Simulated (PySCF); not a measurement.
Predicted microwave data (PySCF 2.14.0, PBE0-D3(BJ)/def2-SVP geometry optimisation, gas phase) for one isomer of C7H11N:

| Property | Result |
| --- | --- |
| Rotational constants | A = 3031, B = 1763, C = 1556 MHz |
| Dipole components | \|μa\| = 3.10 D, \|μb\| = 0.00 D, \|μc\| = 2.31 D |
| Inertial defect | -128.70 u·Å² |
| κ | -0.72 |

Question: Which candidate fits, each taken in the one conformer that was computed?
A. `[CH:1]#[C:2][CH2:3]/[C:4]([CH2:5][CH3:6])=[N:7]\[CH3:8]` with C2–C3–C4–C5 -99°, C3–C4–C5–C6 176°
B. `[H]/[N:8]=[CH:7]\[CH2:6][C@@H:5]1[C:2](=[CH2:1])[CH2:3][CH2:4]1` with C4–C5–C6–C7 67°, C5–C6–C7–N8 -116°, C1–C2–C3–C4 -154°, C2–C3–C4–C5 -15°, C3–C4–C5–C6 138°, C1–C2–C5–C4 154°
C. `[N:1]#[C:2][CH:3]1[CH2:4][CH2:5][CH2:6][CH2:7][CH2:8]1` with C2–C3–C4–C5 69°, C3–C4–C5–C6 55°, C4–C5–C6–C7 -55°, C5–C6–C7–C8 55°
D. `[CH2:1]=[N:2][C@@H:3]1[CH2:4][C@@:5]12[CH2:6][C@H:7]2[CH3:8]` with C1–N2–C3–C4 -146°

Answer: C. It is N#CC1CCCCC1, an asymmetric top, point group Cs. The candidates at the same level (rigid rotor, commonest isotopes):

```csv
SMILES,A (MHz),B (MHz),C (MHz),μa (D),μb (D),μc (D),Δ (u·Å²),point group,rotor
C=N[C@@H]1C[C@@]12C[C@H]2C,3134,1684,1269,0.16,0.30,1.01,-63.18,C1,asymmetric top
N#CC1CCCCC1,3031,1763,1556,3.10,0.00,2.31,-128.70,Cs,asymmetric top
C#CC/C(CC)=N\C,2722,1411,1085,0.91,0.49,1.05,-78.08,C1,asymmetric top
[H]/N=C\C[C@H]1CCC1=C,4179,1218,1018,2.09,0.45,0.10,-39.54,C1,asymmetric top
```

`C#CC/C(CC)=N\C` has C 30 % too low; `[H]/N=C\C[C@H]1CCC1=C` has A 38 % too high; `C=N[C@@H]1C[C@@]12C[C@H]2C` has C 18 % too low. In the right answer the mirror of this Cs structure is the ac plane, so μb vanishes by symmetry. No structure here is proved a minimum.
